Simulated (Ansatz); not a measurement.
A structure relaxed at PBE0-D4/def2-TZVP in Ansatz, charge 0, singlet:

| atom | x (Å) | y (Å) | z (Å) |
| --- | --- | --- | --- |
| Te1 | 0.583 | 0.416 | 0.305 |
| H2 | -1.021 | 0.214 | 0.665 |
| H3 | 0.438 | -0.630 | -0.970 |

Q: Give its formula, name or SMILES and point group.

A: TeH₂. Point group C2v (tolerance 0.1 Å).

Q: Summarise the bond lengths by kind (pairs closer than 1.2 times the sum of covalent radii, bridged metal pairs left out).

A: 2 × H–Te 1.66 Å.

In the def2 sets Te takes a core potential; there is no spin–orbit coupling.
